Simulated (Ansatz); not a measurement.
`[I][GaH][I]`, charge 0, multiplicity 1.

Give a relaxed structure at PBE0-D4/def2-TZVP (the Gaussian-basis code of Ansatz). (Best estimate.)

The calculation gave: 
```xyz
4

I    -0.9581   -1.5646    1.4703
Ga    0.2563   -0.0070   -0.0214
I    -1.1025    1.6207   -1.2983
H     1.8043   -0.0492   -0.1506
```
Point group C2v.
